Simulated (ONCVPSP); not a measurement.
**What the settings do to the ONCV potential of Mn**

Base potential:

ONCVPSP 4.0.1 input, shortened (lines: element, Z, core and valence counts, functional; n l f; lmax; l rc ep ncon nbas qcut; lloc lpopt rc5 dvloc0; l nproj debl; icmod fcfact rcfact), PBE, scalar-relativistic:

```
  Mn 25.00    3    3        4      upf
    1    0    2.00
    2    0    2.00
    2    1    6.00
    3    0    2.00
    3    1    6.00
    3    2    5.00
    2
    0    1.30    0.00    3    7    7.60
    1    1.40    0.00    4    7   12.40
    2    0.95    0.00    4    9    9.80
    4    5    0.90    1.00
    0    2    2.10
    1    3    3.50
    2    3    3.90
    3    1.50    1.50
```

In the s channel the program set the typed energies aside and used -3.811, 0.250 Ha.

Cutoffs, loose and tight: the cutoffs (Ha) at which the residual kinetic energy of the hardest occupied pseudo-wave falls to 1 and 0.1 mHa per electron. They do not see the model core or the augmentation charge, which bear on the density cutoff. Test errors are all-electron minus pseudo excitation energies from the reference, over the configurations 3s2 3p6 3d5 4s2; 3s2 3p6 3d5 4s1; 3s2 3p6 3d4; 3s1 3p6 3d5 4s2. A dash means not determined; rows that change the core or the reference have their own tests.

A true bound ghost makes a file unfit for plane-wave use even where its test errors are small: the radial tests pick states by their node count and pass the ghost by.

| change | outcome | cutoff, loose | cutoff, tight | bound ghosts | GHOST(+) flags above zero | largest test error (meV) |
| --- | --- | --- | --- | --- | --- | --- |
| base | generated, projector energies reset by the program | 313 Ha | 361 Ha | none | d | -155 |
| s: qcut 7.1; p: qcut 11.6; d: qcut 9.2 | generated, projector energies reset by the program | 327 Ha | 379 Ha | none | d | -175 |
| d: rc 1.3 | generated, projector energies reset by the program | 45 Ha | 108 Ha | none | none | -213 |
| local potential polynomial inside 0.75 bohr (lpopt 5, dvloc0 6 Ha) | generated, projector energies reset by the program | 313 Ha | 361 Ha | none | d | -155 |
| reference 3s2 3p6 3d5 4s1.5; wave 3s: rc 1.30 bohr, ncon 3, nbas 7, qcut 7.6 1/bohr, 2 projectors, debl 2.1 Ha becomes 3s+4s: rc 1.30 bohr, ncon 3, nbas 7, qcut 7.6 1/bohr, 2 projectors | generated | 312 Ha | 360 Ha | none | d | +1.0 |
| all radii but the core radius scaled by about 0.91 (s 1.18, p 1.28, d 0.86 bohr); local potential polynomial inside 0.82 bohr (lpopt 5, dvloc0 1 Ha) | generated, projector energies reset by the program | 399 Ha | 463 Ha | d | s, d | -99 |
| core correction Teter function, fcfact 1.5, rcfact 1.18 | generated, projector energies reset by the program | 313 Ha | 361 Ha | none | d | -154 |
| local potential polynomial inside 0.90 bohr (lpopt 5, dvloc0 -1.5 Ha) | generated, projector energies reset by the program | 313 Ha | 361 Ha | none | d | -155 |
| p: qcut 8.3 | generated, projector energies reset by the program | 313 Ha | 361 Ha | none | d | -158 |
| d: qcut 11.8 | generated, projector energies reset by the program | 77 Ha | 315 Ha | none | none | -144 |
| p: nproj 1 | generated, projector energies reset by the program | 313 Ha | 361 Ha | none | d | -149 |
| s: rc 1.86 | generated, projector energies reset by the program | 313 Ha | 361 Ha | none | d | -302 |
